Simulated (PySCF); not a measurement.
# A geometry optimisation of ClHOSn with PBE0-D4/def2-SVP

The starting geometry of this gas-phase singlet was optimised with GFN2-xTB.

```yaml
atoms:
  - { symbol: Cl, position_ang: [-1.5318, 0.4430, -0.8398] }
  - { symbol: O, position_ang: [1.5210, -0.0321, 0.2379] }
  - { symbol: Sn, position_ang: [1.3622, 0.8299, -1.3554] }
  - { symbol: H, position_ang: [-1.0399, -0.1060, 0.1898] }
```

Q: Where would you expect an optimisation with PBE0-D4/def2-SVP to take it?

A: It rearranges to `[OH][Sn][Cl]`. Contacts that open: Cl1–H4 (1.27 → 3.01 Å). Contacts that close: Cl1–Sn3 (2.96 → 2.41 Å), O2–H4 (2.56 → 0.97 Å).

The energy falls by 2.61 eV over 39 steps:

```
step  E − E(last) (eV)
   1             2.613
   5             2.809
   9             2.211
  14             1.496
  18             0.237
  22             0.020
  26             0.000
  31             0.000
  35             0.000
  39             0.000
```

Final geometry (Å):

```yaml
atoms:
  - { symbol: Cl, position_ang: [-1.5984, 0.7608, -1.4647] }
  - { symbol: O, position_ang: [0.9767, -0.0997, 0.3493] }
  - { symbol: Sn, position_ang: [0.8078, 0.8414, -1.3937] }
  - { symbol: H, position_ang: [0.1278, -0.3529, 0.7370] }
```

No frequencies were run, so the end isn't proven a minimum. Atoms past krypton carry core potentials, without spin–orbit terms. Run with PySCF 2.14.0, 3.6 min on 2 threads of Intel(R) Xeon(R) Processor @ 2.50GHz (Skylake/Cascade Lake) (shared host).
